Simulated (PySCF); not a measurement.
Spin-orbit coupling and the third ionisation energy along the 4d series

Two-component X2C-1e calculated with PySCF 2.14: MP2 on generalised Hartree-Fock spinors (GMP2), with spin-orbit coupling off and on (screened by Boettger's factors); no Breit or QED terms. Values in eV; the references (NIST) lie between the lowest levels. Elements whose determinants are no pure J levels are left out.

```json
{"element": "Ru (x2c-TZVPall-2c, [Ar] 3d10 frozen)", "configurations": "[Kr] 4d6 → [Kr] 4d5", "spin-free": "27.543", "with spin-orbit": "27.677", "shift": "0.135", "reference": "28.47 (s)"}
{"element": "Rh (x2c-TZVPall-2c, [Ar] 3d10 frozen)", "configurations": "[Kr] 4d7 → [Kr] 4d6", "spin-free": "30.364", "with spin-orbit": "30.423", "shift": "0.058", "reference": "31.06 (s)"}
{"element": "Pd (x2c-TZVPall-2c, [Ar] 3d10 frozen)", "configurations": "[Kr] 4d8 → [Kr] 4d7", "spin-free": "32.356", "with spin-orbit": "32.286", "shift": "-0.069", "reference": "32.93 (s)"}
{"element": "Ag (x2c-TZVPall-2c, [Ar] 3d10 frozen)", "configurations": "[Kr] 4d9 → [Kr] 4d8", "spin-free": "34.349", "with spin-orbit": "34.175", "shift": "-0.174", "reference": "34.8 ± 0.3 (s)"}
{"element": "Cd (x2c-TZVPall-2c, [Ar] 3d10 frozen)", "configurations": "[Kr] 4d10 → [Kr] 4d9", "spin-free": "37.290", "with spin-orbit": "36.981", "shift": "-0.309", "reference": "37.468 ± 0.006"}
```

The largest shift is at Cd, -0.309 eV, where spin-orbit coupling lowers the species with fewer electrons by more than the one with more (starting occupations closed and 4d3/2^4 4d5/2^5).

What remains against the references is mostly the basis and correlation beyond MP2. References marked (s) are semi-empirical, (t) theoretical.
